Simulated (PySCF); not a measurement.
Spinor energies of F⁺ (fluorine, charge +1)

Start: [He] 2s2 2p3 3s1; 2p3/2 filled at m_j = -1/2, +1/2, +3/2; 3s1/2 filled at m_j = +1/2. Calculated with PySCF 2.14 in x2c-SVPall-2c with one added diffuse shell of s type (4s2p1d, 15 functions): generalised Hartree-Fock with the X2C-1e Hamiltonian and a Gaussian nucleus; one run each with spin-orbit coupling (SO) switched off, then screened by Boettger's factors. This is a chosen level, not necessarily the ground level.

```
spinor shell  electrons  ε, spin-free (eV)  ε, screened SO (eV)  weight of nominal j (screened SO)  rms radius, screened SO (bohr)
       1s1/2          2            -754.40              -754.40                              1.000                           0.204
       2s1/2          2            -68.867              -68.867                              1.000                            1.02
       2p3/2          3            -54.016              -54.016                              0.664                           0.999
       3s1/2          1            -12.491              -12.491                              1.000                            3.16
```

```tsv
quantity	spin-free	screened SO
E (hartree)	-98.01857	-98.01858
M_J	2	2
⟨J²⟩	6.003	6.003
⟨L²⟩	0.000	0.000
⟨S²⟩	6.003	6.003
```

Each row is a mean over spinors that exchange with the open shell spreads, by up to 17.691 eV (2s1/2).

Rows whose weight is well below 1 are mixtures of j = l ± 1/2: exchange outweighs spin-orbit coupling there, and the label is only the starting occupation.

Without spin-orbit coupling the j labels of p, d and f shells carry no meaning; the spin-free column gives the mean over the occupied spinors of each nl shell.
